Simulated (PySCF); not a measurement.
Br²⁺: ionisation energy

Br²⁺ [Ar] 3d10 4s2 4p3 (4S) → Br³⁺ [Ar] 3d10 4s2 4p2 (3P), as a difference of total energies. Computed with PySCF 2.14 in x2c-QZVPPall with one added diffuse shell each of s, p, d, f type (12s9p6d5f1g, 113 functions), with scalar relativity by spin-free X2C-1e. Correlated levels: valence: [Ar] 3d10 frozen; valence and next inner shell: [Ne] frozen. The calculations carry no spin-orbit coupling.

```csv
method,ionisation energy (eV)
UHF,34.644
LDA,35.303
PBE,35.117
PBE0,35.229
r2SCAN,35.445
B2PLYP,35.086
CAM-B3LYP,35.150
r2SCANh,35.450
MP2 (valence),35.210
SCS-MP2 (valence),35.051
MP2 (valence and next inner shell),35.392
SCS-MP2 (valence and next inner shell),35.182
```

How much does correlation contribute at MP2 (valence and next inner shell)?

35.392 − (34.644) = 0.748 eV, measured against UHF.

A first-order spin-orbit estimate (lowest level to lowest level, LS coupling) adds -0.425 eV.

Errors of the correlated levels include the incompleteness of this basis and the frozen core.

For comparison: 34.871 ± 0.019 eV (measured; NIST Atomic Spectra Database, ionization energies).
